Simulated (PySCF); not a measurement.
**Electronic absorption of C3H4F4O**

C₃H₄F₄O.
SMILES: `CO[C@@H](F)C(F)(F)F`

Computed, not measured: TDDFT CAM-B3LYP/def2-SVPD, vertical, gas phase, core orbitals frozen in the response in PySCF. The structure is a single PBE0-D3(BJ)/def2-SVP conformer in the gas phase; no vibrational or solvent corrections. Torsions of this conformer, `[CH3:1][O:2][C@@H:3]([F:4])[C:5]([F:6])([F:7])[F:8]`: C1–O2–C3–F4 72°, O2–C3–C5–F6 62°.

Q: List the vertical singlet excitations with oscillator strengths and describe the spectrum.

A: 

```json
{"state": "S1", "λ (nm)": "145.3", "E (eV)": "8.53", "f": "0.024", "main configurations (H = HOMO, L = LUMO)": "H→L (89%)"}
{"state": "S2", "λ (nm)": "134.3", "E (eV)": "9.23", "f": "0.0093", "main configurations (H = HOMO, L = LUMO)": "H→L+1 (52%), H→L+4 (25%), H→L+2 (12%)"}
{"state": "S3", "λ (nm)": "129.8", "E (eV)": "9.55", "f": "0.037", "main configurations (H = HOMO, L = LUMO)": "H→L+2 (55%), H-1→L (15%), H→L+4 (10%)"}
{"state": "S4", "λ (nm)": "129.4", "E (eV)": "9.58", "f": "0.063", "main configurations (H = HOMO, L = LUMO)": "H-1→L (64%), H→L+3 (9%)"}
{"state": "S5", "λ (nm)": "128.2", "E (eV)": "9.67", "f": "0.029", "main configurations (H = HOMO, L = LUMO)": "H→L+3 (61%), H→L+1 (12%), H→L+2 (10%)"}
{"state": "S6", "λ (nm)": "122.2", "E (eV)": "10.15", "f": "0.017", "main configurations (H = HOMO, L = LUMO)": "H-1→L+2 (35%), H-2→L (33%)"}
{"state": "S7", "λ (nm)": "121.2", "E (eV)": "10.23", "f": "0.018", "main configurations (H = HOMO, L = LUMO)": "H-1→L+1 (33%), H-1→L+2 (29%), H-2→L (14%)"}
{"state": "S8", "λ (nm)": "120.3", "E (eV)": "10.31", "f": "0.020", "main configurations (H = HOMO, L = LUMO)": "H→L+4 (30%), H→L+1 (24%), H→L+3 (11%)"}
{"state": "S9", "λ (nm)": "118.0", "E (eV)": "10.51", "f": "0.032", "main configurations (H = HOMO, L = LUMO)": "H-1→L+4 (25%), H-1→L+3 (17%), H-1→L+2 (14%)"}
{"state": "S10", "λ (nm)": "117.2", "E (eV)": "10.58", "f": "0.020", "main configurations (H = HOMO, L = LUMO)": "H→L+6 (42%), H→L+5 (29%), H→L+7 (17%)"}
```

Triplets (Tamm–Dancoff): T1 8.28 eV, H→L (79%), H→L+4 (13%); T2 8.80 eV, H→L+1 (35%), H→L+4 (29%), H→L (12%); T3 9.17 eV, H→L+2 (69%), H→L+4 (8%); T4 9.19 eV, H-1→L (56%), H→L+3 (14%), H-1→L+4 (8%).

The lowest singlet lies at 8.53 eV (145 nm, vacuum ultraviolet) and is weak; its leading configuration is HOMO→LUMO (89%). The strongest level in the table is S4 at 9.58 eV (129 nm, f = 0.063). Löwdin shares by element: HOMO oxygen 58%, carbon 14% or more, hydrogen 13% or more; LUMO carbon 40% or more, hydrogen 22% or more (atoms not listed hold the other 38%). The listed states span 2.05 eV, and the widest gap between neighbours is 0.70 eV (S1 to S2). Of the 10 states listed, 9 reach f = 0.01 and none stays under 0.0005. Orbital energies (eV): HOMO-3 -13.55, HOMO-2 -12.34, HOMO-1 -11.59, HOMO -10.66, LUMO 1.09, LUMO+1 1.76, LUMO+2 2.10. The vertical ionisation energy (ΔSCF) is 11.74 eV, 1.15 eV above S10. Only the lowest 10 singlets were computed, as vertical energies without vibronic structure.
